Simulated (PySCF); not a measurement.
# Assignment exercise: C₄H₄F₆OSi

Cartesian coordinates in Å; atom numbers follow the order of the lines, from 1:
```xyz
16

O     0.6255   -1.9330    0.7503
Si    0.6587   -0.5018    0.0331
C     2.4482    0.1367    0.3233
F     3.3677   -0.6466   -0.2598
F     2.6229    1.3691   -0.1873
F     2.7831    0.2110    1.6192
C    -0.3111    0.1732   -1.4208
C    -0.7440    0.7581   -0.0356
C    -2.0755    0.2895    0.4311
F    -3.1035    0.7654   -0.2904
F    -2.1886   -1.0615    0.3758
F    -2.3247    0.6212    1.7068
H    -0.1579   -2.4728    0.8659
H     0.1040    0.9037   -2.1009
H    -1.0602   -0.4326   -1.9120
H    -0.6521    1.8293    0.0899
```

Theoretical values (PySCF 2.14): geometry from GFN2-xTB, shieldings: GIAO PBE0/pcSseg-1. Single conformer, non-relativistic Hamiltonian, gas phase, rapidly exchanging positions averaged.

References, each an isolated molecule treated in the same way: TMS for $^{13}$C (σref 186.93) and $^{1}$H (σref 31.72).

(1) Assign these signals to the numbered atoms. $^{13}$C{$^{1}$H} NMR (computed): δ 138.0 (C), 135.5 (C), 21.3 (CH), 6.4 (CH2).

(2) Assign these signals to the numbered atoms. $^{1}$H NMR (400 MHz, computed): δ 1.93 (m, 1H), 1.60 (br s, 1H), 1.51 (m, 1H), 1.31 (m, 1H).

## Answers

(1) 
138.0 → C9, CF3 carbon: 3 electronegative neighbours deshield it
135.5 → C3, CF3 carbon
21.3 → C8, three-membered-ring carbon: carbons of three-membered rings are unusually shielded
6.4 → C7, three-membered-ring carbon

(2) 
1.93 → H16, hydrogen on a three-membered-ring carbon
1.60 → H13, hydrogen on an oxygen bonded to Si: exchangeable, gas-phase position
1.51 → H15, hydrogen on a three-membered-ring carbon: cyclopropane-type protons are shielded by the ring
1.31 → H14, hydrogen on a three-membered-ring carbon

H13 and H15 lie closer than the usual error of such a calculation, so a measured spectrum could show them in the other order.

Exchangeable OH/NH protons stand at their gas-phase positions; hydrogen bonding in a real sample shifts them, mostly to higher δ. Splittings by $^{19}$F in the carbon and heteronuclear signals aren't shown, as no couplings were computed. Shifts are as computed. Against solution values, carbons near 30 ppm lie about +3 ppm off and those near 130 ppm about +5 ppm. Of 1211 compounds with measured shifts, 218 miss one by over three times the rms of a fit or turn the order of signals round; such compounds aren't used in these exercises. No couplings were computed; multiplicities are counted from neighbouring protons, with m where these are inequivalent, close in shift, in a saturated or five-membered ring or joined by F or P, and br s for small geminal =CH2 splittings.
